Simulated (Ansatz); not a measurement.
C6H16F2N2Zr, SMILES `C[N](C)[Zr]([F])([F])[NH]C(C)(C)C` from Hartree–Fock to CCSD(T)

```xyz
27

C     1.085   -2.410   -0.460
N     1.759   -1.460    0.383
C     2.745   -2.072    1.244
Zr    1.623    0.544    0.617
F     3.286    1.326    0.048
F     1.303    0.883    2.493
N     0.144    1.192   -0.607
C    -1.306    1.173   -0.431
C    -1.620    0.364    0.823
C    -1.959    0.516   -1.644
C    -1.835    2.597   -0.269
H     1.792   -2.946   -1.110
H     0.361   -1.903   -1.102
H     0.547   -3.167    0.130
H     2.294   -2.810    1.922
H     3.535   -2.575    0.669
H     3.241   -1.324    1.879
H     0.393    1.678   -1.463
H    -1.180    0.823    1.714
H    -1.242   -0.660    0.732
H    -2.698    0.303    0.986
H    -3.047    0.488   -1.539
H    -1.599   -0.508   -1.768
H    -1.725    1.071   -2.557
H    -1.380    3.076    0.600
H    -1.597    3.198   -1.151
H    -2.920    2.603   -0.140
```

Total charge 0; spin multiplicity 1. Correlated methods include outer-core shells of Zr, which these sets cover unevenly. Zr takes the def2 core potential. Geometry: relaxed with PBE0-D4/def2-TZVP. It is one conformer, not always the lowest. Frozen core, restricted reference, Ansatz.

| basis | HF (Eh) | MP2 corr. | CCSD corr. | (T) | CCSD(T) total |
| --- | --- | --- | --- | --- | --- |
| def2-SVP | -590.65051 | ? | -1.93455 | -0.05970 | ? |
| def2-TZVPP | -591.29436 | -2.34845 | ? | ? | ? |
| def2-QZVPP | -591.32410 | ? | – | – | – |

(1) Fill in the withheld values. (Estimate.)

Results:

(1) Computed: def2-SVP MP2 corr.: -1.84448; def2-SVP CCSD(T) total: -592.64476; def2-TZVPP CCSD corr.: -2.41092; def2-TZVPP (T): -0.09829; def2-TZVPP CCSD(T) total: -593.80357; def2-QZVPP MP2 corr.: -2.54278.
